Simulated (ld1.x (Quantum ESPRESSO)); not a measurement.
# Au: one change to a PAW potential, before and after

Au (Z = 79), PAW, made with ld1.x (Quantum ESPRESSO) 7.5 (LDA (PZ), scalar-relativistic). Core [Xe] 4f14, reference 5d10 6s0 6p0 (charge +1). Waves: 6s (bound, empty): rcut 1.75, rcutus 2.30 bohr; 6s channel at 0.25 Ry: rcut 1.75, rcutus 2.30 bohr; 6p (bound, empty): rcut 2.95, rcutus 3.20 bohr; 6p channel at -0.05 Ry: rcut 2.95, rcutus 3.20 bohr; 5d (bound): rcut 1.85, rcutus 2.05 bohr; 5d channel at 0.35 Ry: rcut 1.85, rcutus 2.05 bohr. Local part: all-electron potential smoothed inside 2.75 bohr (lloc = -1). Core correction: a·sin(br)/r model core, default radius (core density twice the valence density). Augmentation charge: PSQ, inside the norm-conserving radii.

All-electron outer shells of the reference configuration (LDA (PZ), scalar-relativistic, ld1.x):

| shell | level (eV) | outermost node (bohr) | outermost maximum (bohr) |
| --- | --- | --- | --- |
| 4f | -90.12 | – | 0.37 |
| 5p | -68.67 | 0.52 | 0.96 |
| 5d | -15.62 | 0.56 | 1.21 |
| 6s | -13.60 | 1.11 | 2.24 |
| 6p | -6.89 | 1.31 | 2.98 |

Change: augmentation BESSEL, radius 1.80 bohr.

Cutoffs: the cutoffs (Ry, on a coarse ladder) from which the occupation-weighted sum of valence levels, in a spherical-Bessel basis at the reference potential, stays within 10 and 1 mRy of its value at 400 Ry; they do not see the model core or the augmentation charge, which bear on the density cutoff. Errors are all-electron minus pseudo energies relative to the spin-unpolarised reference configuration.

Question: How do hardness, ghosts and transferability respond?

Answer: The potential gets neither clearly harder nor softer (30 Ry and 45 Ry → 30 Ry and 45 Ry); of the 9 tests that both files solve, the error grows in 3 and shrinks in 1 by more than 15 % and 0.3 meV (median size 24.1 → 22.7 meV); neither file shows a bound ghost.

```tsv
quantity	base	changed
cutoff, loose	30 Ry	30 Ry
cutoff, tight	45 Ry	45 Ry
bound ghosts	none	none
error for 5d10 6s1 6p0, meV [ΔE -9.77 eV]	+2.1	+2.6
error for 5d9 6s0 6p0, meV [ΔE 21.50 eV]	-37	-37
error for 5d8 6s0 6p0, meV [ΔE 55.67 eV]	-210	-210
error for 5d10 6s0 6p1, meV [ΔE -4.38 eV]	+1.4	+2.9
error for 5d9 6s2 6p0, meV [ΔE -8.17 eV]	-23	-19
error for 5d7 6s0 6p0, meV [ΔE 103.67 eV]	-633	-634
error for 5d9 6s1 6p0, meV [ΔE 2.60 eV]	-24	-23
error for 5d10 6s1 6p0 (spin-polarised), meV [ΔE -9.91 eV]	+1.9	+2.4
error for 5d9 6s0 6p0 (spin-polarised), meV [ΔE 21.36 eV]	-38	-38
s: phases at 3.49 bohr within 0.05 rad from the reference energy up to (Ry; the scan ends near 5)	4.5	4.5
p: phases at 3.49 bohr within 0.05 rad from the reference energy up to (Ry; the scan ends near 5)	2.0	2.0
d: phases at 3.49 bohr within 0.05 rad from the reference energy up to (Ry; the scan ends near 5)	4.3	4.3
lowest overlap eigenvalue by channel	s 0.41, p 0.55, d 0.50	s 0.41, p 0.55, d 0.50
```
